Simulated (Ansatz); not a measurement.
`[F][Sb]([F])[Cl]` + H₂O → `[OH][Sb]([F])[F]` + HCl at 600 K and 1 bar (formal hydrolysis of the Sb–Cl bond).

Computed with Ansatz on PBE0-D4/def2-TZVP structures; ΔE is electronic, products minus reactants. CCSD(T)/CBS adds triple-zeta CCSD(T) − MP2 to the extrapolated MP2 energy (def2 sets, frozen cores). This one scheme is used for every species. def2 core potentials past Kr. For Sb outer-core shells are correlated without core-valence functions, which leaves a few kJ/mol of doubt a bond. Each species was taken in one conformer, which may not be the lowest.

```csv
species,CCSD(T)/CBS energy (Eh),H − E (kJ/mol),S (J/(mol·K))
`[F][Sb]([F])[Cl]`,-899.48483,52.4,377.2
H₂O,-76.37941,76.8,212.8
`[OH][Sb]([F])[F]`,-515.46935,87.8,380.3
HCl,-460.38127,35.4,207.2
```

H − E and S are ideal-gas, rigid-rotor, harmonic terms from PBE0-D4/def2-TZVP, for one conformer and one mirror image of each species. 1 Eh = 2625.50 kJ/mol, R = 8.31446 J/(mol·K).

Question: By hand: ΔE, ΔH, ΔS and ΔG.

Answer: ΔE = (-515.46935) + (-460.38127) − (-899.48483) − (-76.37941) = 0.01362 Eh = 35.8 kJ/mol. Δ(H − E) = 87.8 + 35.4 − 52.4 − 76.8 = -6.0, so ΔH = 29.8 kJ/mol. ΔS = 380.3 + 207.2 − 377.2 − 212.8 = -2.5 J/(mol·K). ΔG = 29.8 − 600 × (-2.5)/1000 = 31.3 kJ/mol.

Question: By hand: the equilibrium constant, and the temperature at which ΔG would vanish if ΔH and ΔS stayed fixed.

Answer: log₁₀ K = −ΔG/(RT ln 10) = -2.7. ΔH and −TΔS have one sign here, so there is no such temperature.

The number of gas molecules stays the same, so ΔS is small and ΔH decides. A doubt of 5 kJ/mol in ΔE shifts log₁₀ K by 0.4 here. Other conformers and mirror images would add mixing entropy, several J/(mol·K) or more a flexible species. These are equilibria of isolated gas molecules and say nothing of rates. Largest T1 diagnostic: 0.015 (customary marks: 0.02 for closed shells, 0.045 for open ones).

ΔS is within the doubt of such terms, so its sign, and with it that verdict, could turn.
